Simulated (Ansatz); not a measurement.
GaGeH6NO. The species carries charge 0 and has multiplicity 1. The bonds changed during the relaxation, so this is another structure than the one it started from. The structure was optimised at the PBE0-D4/def2-TZVP level. It is one conformer, not always the lowest.

```xyz
10

N     0.614   -0.261    0.954
Ge    0.074   -0.957   -0.725
Ga   -0.129    1.928    1.360
O    -0.929    1.627   -0.297
H     1.626   -0.275    1.039
H     0.270   -0.847    1.709
H    -1.445   -1.089   -0.734
H     0.699   -2.374   -0.809
H     0.672   -0.090   -1.828
H    -1.453    2.339   -0.669
```

**Question.** What is the dipole moment at r2SCAN/def2-TZVPP? (Best estimate.)

**Answer.** Ansatz gave: 2.03 D, with components (0.75, -1.88, -0.12) D in this frame, pointing from negative to positive charge.

**Question.** And with PBE, B3LYP, ωB97M-V? (An estimate is asked.)

**Answer.** Computed: PBE 1.88 D, B3LYP 1.90 D, ωB97M-V 1.95 D.

**Question.** Give the Mulliken charges with r2SCAN, B3LYP, PBE in def2-TZVPP. (Estimate.)

**Answer.** The calculation gave: 
| atom | r2SCAN | B3LYP | PBE |
| --- | --- | --- | --- |
| N1 | -0.37 | -0.35 | -0.34 |
| Ge2 | 0.23 | 0.22 | 0.18 |
| Ga3 | 0.18 | 0.19 | 0.14 |
| O4 | -0.50 | -0.48 | -0.43 |
| H5 | 0.15 | 0.13 | 0.15 |
| H6 | 0.15 | 0.13 | 0.15 |
| H7 | 0.02 | 0.02 | 0.02 |
| H8 | -0.03 | -0.03 | -0.03 |
| H9 | 0.02 | 0.02 | 0.02 |
| H10 | 0.16 | 0.14 | 0.14 |

B3LYP here is the variant with VWN-RPA as its local correlation; programs differ in this.
